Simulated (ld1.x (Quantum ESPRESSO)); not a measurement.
# thallium, TM: configuration errors across variants

* Element: thallium (Tl)
* Generator: ld1.x (Quantum ESPRESSO) 7.5
* Type: norm-conserving Troullier–Martins (Kleinman–Bylander form)
* Functional: PBE
* Relativity: fully relativistic
* Frozen core: [Xe] 4f14
* Valence charge: 13
* Reference configuration: 5d10 6s2 6p1
* Partial waves: 6s (bound): rc 2.15 bohr; 6p (bound): rc 3.15 bohr; 5d (bound): rc 1.20 bohr
* Local potential: the d channel
* Core correction: none

Open shells are filled in proportion to 2j + 1 (rel_dist='average').

All-electron excitation energies from the reference (eV): (1) 5d10 6s2 6p0 5.273; (2) 5d10 6s1 6p0 26.058; (3) 5d10 6s0 6p0 56.199; (4) 5d10 6s1 6p1 13.422; (5) 5d9 6s0 6p0 107.974; (6) 5d10 6s0 6p3 14.954.

Tests that are not counted but printed errors over 1 eV. “base”: 5d9 6s2 6p1 (solver errors, printed error -3.5 eV). “all radii scaled by about 1.40 (s 3.00, p 4.40, d 1.68 bohr)”: 5d10 6s0 6p3 (pseudo-atom not self-consistent, printed error -1007 eV); 5d10 6s1 6p1 (pseudo-atom not self-consistent, printed error +30.9 eV); 1 more. “core correction a·sin(br)/r model core inside 0.58 bohr”: 5d9 6s2 6p1 (solver errors, printed error -3.6 eV); 5d10 6s1 6p1 (solver errors, printed error -3.3 eV). “wave 5d (bound): rc 1.20 bohr becomes 5d (bound): rc 1.84 bohr”: 5d10 6s1 6p1 (solver errors, printed error -2.5 eV); 5d10 6s0 6p3 (pseudo-atom not self-consistent, printed error -1000 eV).

4 further variants failed, have other tests or another functional or relativity, and are left out.

A true bound ghost makes a file unfit for plane-wave use even where its test errors are small: the radial tests pick states by their node count and pass the ghost by. Where a test does run into it, the solver fails or the error is huge.

The file “base” misses its own reference levels by 1.4 eV. The file “wave 6s (bound): rc 2.15 bohr becomes 6s (bound): rc 2.46 bohr” misses its own reference levels by 1.4 eV. The file “all radii scaled by about 1.40 (s 3.00, p 4.40, d 1.68 bohr)” misses its own reference levels by 1.3 eV. The file “core correction a·sin(br)/r model core inside 0.58 bohr” misses its own reference levels by 1.4 eV. The file “wave 5d (bound): rc 1.20 bohr becomes 5d (bound): rc 1.84 bohr” misses its own reference levels by 1.3 eV.

Errors AE − PS in meV (a dash: test not solved or not reliable):

| change | (1) | (2) | (3) | (4) | (5) | (6) | bound ghosts |
| --- | --- | --- | --- | --- | --- | --- | --- |
| base | -0.4 | +0.9 | +26 | +134 | +147 | +169 | s, p3/2, d3/2 (extra level of the local part), p1/2 |
| wave 6s (bound): rc 2.15 bohr becomes 6s (bound): rc 2.46 bohr | -0.6 | +1.9 | +23 | +141 | +90 | +178 | s, p3/2, d3/2 (extra level of the local part), p1/2 |
| all radii scaled by about 1.40 (s 3.00, p 4.40, d 1.68 bohr) | -8.5 | -41 | -136 | – | -380 | – | s, p3/2, p1/2 |
| core correction a·sin(br)/r model core inside 0.58 bohr | -2.7 | -25 | -83 | – | -55 | +138 | s, p3/2, d3/2 (extra level of the local part), p1/2 |
| type PAW; waves now 6s (bound): rcut 1.85, rcutus 2.15 bohr; 6s channel at -0.05 Ry: rcut 1.85, rcutus 2.15 bohr; 6p (bound): rcut 2.75, rcutus 3.15 bohr; 6p channel at 3.1 Ry: rcut 2.75, rcutus 3.15 bohr; 5d (bound): rcut 1.05, rcutus 1.20 bohr; 5d channel at -0.35 Ry: rcut 1.05, rcutus 1.20 bohr; local potential all-electron potential smoothed inside 1.45 bohr (lloc = -2); core correction a·sin(br)/r model core, default radius (ld1.x builds one for every PAW set, though the input has nlcc=.false.); augmentation PSQ, inside the norm-conserving radii | +2.4 | +17 | +58 | +3.3 | – | – | not determined |
| wave 5d (bound): rc 1.20 bohr becomes 5d (bound): rc 1.84 bohr | -0.4 | +1.1 | +25 | – | +144 | – | s, p3/2, d3/2 (extra level of the local part), p1/2 |

Give the same row for: local potential all-electron potential smoothed inside 1.90 bohr (lloc = -2).

+0.2, +7.4, +32, +10, +97, +26; bound ghosts: none.
